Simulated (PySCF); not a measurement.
CH4F2Ge, SMILES [GeH]([F])([F])[CH3].

The structure is a stationary point at B3LYP-D3(BJ)/def2-SVP.

All values below come from PBE/def2-TZVP in PySCF.

Symmetry labels are those of the subgroup Cs that the program uses (full group Cs).

Computed valence orbital energies around the gap with their symmetry:
```tsv
orbital	symmetry	energy (eV)
HOMO−7	A'	-10.99
HOMO−6	A"	-10.35
HOMO−5	A'	-10.19
HOMO−4	A'	-10.05
HOMO−3	A"	-9.21
HOMO−2	A'	-9.10
HOMO−1	A"	-9.03
HOMO	A'	-7.96
LUMO	A'	-0.43
LUMO+1	A"	-0.30
LUMO+2	A'	0.06
LUMO+3	A'	0.79
```
